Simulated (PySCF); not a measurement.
Species: [In(NCS)4]-, C4InN4S4 (charge -1).
Bonds: In1–N2, In1–N5, In1–N8, In1–N11, N2–C3, C3–S4, N5–C6, C6–S7, N8–C9, C9–S10, N11–C12, C12–S13.

Method: PBE0-D3(BJ)/def2-SVP geometry optimisation, gas phase, def2 core potentials past Kr (PySCF 2.14.0); density fitting, grid level 1; the optimiser is geomeTRIC in internal coordinates, started from a GFN2-xTB structure with every atom displaced at random (about 0.03 Å).

Step 0: E = -58580.3225 eV
```
atom  x, y, z in Å  |  force x, y, z in eV/Å
In1     0.0711   -0.0771   -0.0040   -1.395   1.426  -0.283
N2      0.0013   -0.0190    1.9893   -0.315  -0.035  -0.896
C3     -0.0648   -0.0128    3.1550    0.695   0.022   1.769
S4      0.0728   -0.0005    4.7357   -0.335   0.002   0.593
N5      1.8950   -0.0180   -0.7255    0.700   0.074  -0.270
C6      3.0182    0.0212   -1.0687    1.557  -0.209  -0.537
S7      4.5442    0.0063   -1.5545   -0.247   0.113   0.091
N8     -0.8926    1.6598   -0.6979   -0.126  -0.024   0.274
C9     -1.5155    2.6255   -1.0068    1.314  -1.877   0.282
S10    -2.2692    3.8783   -1.5424   -1.118   1.732  -0.514
N11    -0.9627   -1.6501   -0.6675    1.188   1.565   0.675
C12    -1.5010   -2.6072   -1.0300   -2.333  -3.002  -1.367
S13    -2.3662   -3.8586   -1.5605    0.414   0.214   0.182
```

Step 1: E = -58580.7116 eV
```
atom  x, y, z in Å  |  force x, y, z in eV/Å
In1     0.0497   -0.0359   -0.0221   -0.092   0.044  -0.035
N2      0.0093    0.0125    2.0711   -0.084  -0.062  -0.388
C3     -0.0454    0.0138    3.2571    0.307  -0.007  -0.010
S4     -0.0339    0.0185    4.8545   -0.134   0.002  -0.032
N5      1.9988   -0.0130   -0.7882   -0.394  -0.020   0.227
C6      3.1331    0.0055   -1.1381   -0.030  -0.108  -0.001
S7      4.6542    0.0039   -1.6218    0.007   0.045   0.000
N8     -0.9009    1.6891   -0.7144   -0.014  -0.092   0.137
C9     -1.5197    2.6558   -1.0225    0.256  -0.292  -0.079
S10    -2.3204    3.9505   -1.4916   -0.126   0.157   0.020
N11    -1.0343   -1.6961   -0.7080    0.476   0.447   0.239
C12    -1.5843   -2.6795   -1.0741   -0.330  -0.229  -0.151
S13    -2.3756   -3.9771   -1.5796    0.158   0.115   0.072
```

**Question.** Estimate the geometry and energy of step 2. (The exact step hangs on the optimiser's Hessian estimate; all steps are aligned on step 1, rigid shifts and turns removed.)

**Answer.** E = -58580.7475 eV, largest force 0.137 eV/Å
```
atom  x, y, z in Å  |  force x, y, z in eV/Å
In1     0.0336   -0.0133   -0.0308    0.009  -0.039  -0.013
N2      0.0200    0.0167    2.0417   -0.018  -0.034   0.055
C3     -0.0215    0.0077    3.2289    0.115   0.002  -0.074
S4     -0.0453   -0.0006    4.8262   -0.046   0.000  -0.048
N5      1.9686   -0.0214   -0.7797   -0.019  -0.023   0.073
C6      3.1049   -0.0210   -1.1250   -0.091  -0.041   0.015
S7      4.6281   -0.0297   -1.6016    0.015   0.016  -0.003
N8     -0.9033    1.6944   -0.7187   -0.091   0.096   0.006
C9     -1.5187    2.6612   -1.0280    0.033   0.007  -0.076
S10    -2.3307    3.9638   -1.4709    0.006  -0.028   0.038
N11    -1.0237   -1.6676   -0.7006    0.077  -0.057   0.010
C12    -1.5651   -2.6607   -1.0629   -0.034   0.081   0.002
S13    -2.3162   -3.9815   -1.5563    0.044   0.019   0.017
```

The energy changes by -0.0359 eV. The first-order estimate −F·Δx gives -0.0588 eV and the mean of the old and new forces, exact on a quadratic surface, -0.0358 eV. The step makes an angle of 67° with the force vector and moves no atom by more than 0.064 Å.

What follows is the cost of the whole optimisation. On an Arm Neoverse V2 with one thread, shared host with 48 logical CPUs at a one-minute load of 26, this took 7.4 min wall and 1.3 GiB of memory at its peak.
